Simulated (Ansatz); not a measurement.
`C=[C]1C[CH2][Zn]1` → 4 C• + 6 H• + Zn (atom)  (atomization)

Program: Ansatz. Geometries: PBE0-D4/def2-TZVP. ΔE: electronic, gas phase. CCSD(T)/CBS is the MP2 limit (def2-TZVPP, def2-QZVPP) plus CCSD(T) − MP2 in def2-TZVPP, frozen cores. This one scheme is used for every species, atoms too. DFT in def2-TZVPP. B3LYP here is the variant with VWN-RPA as its local correlation; programs differ in this. Open shells (•) are unrestricted, without spin–orbit coupling. Spin–orbit coupling would lower the free atoms: a little for C. For Zn outer-core shells are correlated without core-valence functions, so the limit isn't a true one: a few kJ/mol of doubt a bond, and 10 to 20 or more in all where bonds break to atoms. Scalar relativity is left out up to krypton.

| level | ΔE (kJ/mol) |
| --- | --- |
| r2SCAN-D4 | 4121.4 |
| PBE0 | 4115.5 |
| B3LYP | 4035.5 |
| MP2/def2-TZVPP | 4070.9 |
| CCSD/def2-TZVPP | 3909.0 |
| CCSD(T)/def2-TZVPP | 3986.3 |
| SCS-MP2/def2-QZVPP | 4084.6 |
| CCSD/CBS(def2) | 3997.4 |

Task: What does CCSD(T)/CBS give? (Estimate.)

Result: The calculation gave: +4074.7 kJ/mol. The listed levels differ from it by 46.7, 40.8, -39.2, -3.8, -165.7, -88.4, 9.9, -77.3 kJ/mol.

Largest T1 diagnostic among the species: 0.017.

In def2-TZVPP, CCSD(T) changes the Hartree–Fock value by +1039.7 kJ/mol (the triples alone add +77.3 kJ/mol) and MP2 by +1124.3 kJ/mol; breaking electron pairs costs correlation energy, which Hartree–Fock lacks. The D4 term adds +37.3 kJ/mol with B3LYP and +19.3 kJ/mol with PBE0; it sums over pairs of atoms, weighted by their polarisabilities, and B3LYP, whose exchange is more repulsive, gets the larger term.

For atomizations the MP2-based limit and the directly extrapolated one differ by several kJ/mol either way, and by 10 to 25 for some Ge, Se and Sn compounds, so smaller differences from it don't rank the levels.
